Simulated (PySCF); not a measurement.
Si(H)2(Br)(vinyl) (C2H5BrSi), SMILES C=C[SiH2]Br.

Geometry: B3LYP-D3(BJ)/def2-SVP. One conformer was computed; it need not be the lowest.

Two levels are set side by side: PBE/def2-TZVP (PySCF) and CAM-B3LYP/def2-TZVP (PySCF). Same geometry, gas phase. Differences are taken from unrounded values.

| quantity | CAM-B3LYP | PBE | PBE minus CAM-B3LYP |
|---|---|---|---|
| orbital gap (eV) | 9.53 | 4.90 | -4.63 |
| highest occupied level (eV) | -9.46 | -6.95 | 2.52 |
| lowest empty level (eV) | 0.07 | -2.05 | -2.12 |
| dipole moment (D) | 2.14 | 1.99 | -0.15 |
| mean polarisability (bohr³) | 69.2 | 72.1 | 2.9 |

PBE's occupied levels lie high since its potential decays too fast outside the molecule; exact exchange lowers them and widens the gap. PBE's more diffuse valence density responds more strongly to a field. Differences between two approximate levels are no errors against the true value.

Rough cost on one machine, each run with all the roots and properties that it gave: CAM-B3LYP against PBE within a factor of 2.
